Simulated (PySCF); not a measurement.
## Electron correlation in W (tungsten, neutral)

[Xe] 4f14 5d4 6s1 6p1, one real determinant (an excited configuration). All numbers are calculated (PySCF 2.14, scalar relativity through the core potential, in aug-cc-pVTZ-PP with ECP60MDF (6s6p5d3f2g, 88 functions)). Frozen: 5s2 5p6; 6 electrons correlated.

| level | correlation energy (mhartree) |
| --- | --- |
| CCSD | -66.21 |
| (T) | -1.86 |
| CCSD(T) | -68.07 |

Diagnostics: T1 = 0.016, D1 = 0.0524, largest double amplitude 0.062.

The real determinant used has ⟨L²⟩ near 8 against 12 for a pure F term, so it mixes terms. Spin-orbit coupling, absent here, splits the open shell strongly.

Cost of the coupled-cluster step: about 30 core-seconds, for 6 correlated electrons.

Iterations:

```
CC2 = 0
CCSD nocc = (np.int64(6), np.int64(0)), nmo = (84, 84)
frozen orbitals [[0, 1, 2, 3], [0, 1, 2, 3]]
max_cycle = 100
direct = 0
conv_tol = 1e-08
conv_tol_normt = 1e-06
diis_space = 8
diis_start_cycle = 0
Init t2, MP2 energy = -0.0571209230478769
Init E_corr(UCCSD) = -0.0571209230497965
cycle = 1  E_corr(UCCSD) = -0.063903802074017  dE = -0.00678287902  norm(t1,t2) = 0.033052
cycle = 2  E_corr(UCCSD) = -0.0651750509422724  dE = -0.00127124887  norm(t1,t2) = 0.0145089
cycle = 3  E_corr(UCCSD) = -0.0659275036017433  dE = -0.000752452659  norm(t1,t2) = 0.00883617
cycle = 4  E_corr(UCCSD) = -0.0659165323511982  dE = 1.09712505e-05  norm(t1,t2) = 0.00541837
cycle = 5  E_corr(UCCSD) = -0.0661214695132204  dE = -0.000204937162  norm(t1,t2) = 0.00430341
cycle = 6  E_corr(UCCSD) = -0.0661670195311599  dE = -4.55500179e-05  norm(t1,t2) = 0.00218319
cycle = 7  E_corr(UCCSD) = -0.066198768771298  dE = -3.17492401e-05  norm(t1,t2) = 0.00105389
cycle = 8  E_corr(UCCSD) = -0.0661931769345812  dE = 5.59183672e-06  norm(t1,t2) = 0.000641658
cycle = 9  E_corr(UCCSD) = -0.0662069310882746  dE = -1.37541537e-05  norm(t1,t2) = 0.000383873
cycle = 10  E_corr(UCCSD) = -0.066207086982604  dE = -1.55894329e-07  norm(t1,t2) = 0.000174751
cycle = 11  E_corr(UCCSD) = -0.0662086546841756  dE = -1.56770157e-06  norm(t1,t2) = 9.18327e-05
cycle = 12  E_corr(UCCSD) = -0.0662080425960715  dE = 6.12088104e-07  norm(t1,t2) = 4.56105e-05
cycle = 13  E_corr(UCCSD) = -0.0662086432214826  dE = -6.00625411e-07  norm(t1,t2) = 2.10908e-05
cycle = 14  E_corr(UCCSD) = -0.066208614247114  dE = 2.89743686e-08  norm(t1,t2) = 7.73551e-06
cycle = 15  E_corr(UCCSD) = -0.0662085573267347  dE = 5.69203793e-08  norm(t1,t2) = 3.37233e-06
cycle = 16  E_corr(UCCSD) = -0.0662085504564458  dE = 6.87028885e-09  norm(t1,t2) = 1.36615e-06
cycle = 17  E_corr(UCCSD) = -0.0662085681989532  dE = -1.77425074e-08  norm(t1,t2) = 8.94516e-07
cycle = 18  E_corr(UCCSD) = -0.0662085843550025  dE = -1.61560492e-08  norm(t1,t2) = 4.7669e-07
cycle = 19  E_corr(UCCSD) = -0.0662085868435934  dE = -2.48859094e-09  norm(t1,t2) = 2.21905e-07
UCCSD converged
E(UCCSD) = -66.70750060141647  E_corr = -0.0662085868435934
UCCSD(T) correction = -0.00185997666147243
```

The reference is one real determinant that mixes LS terms of this configuration.
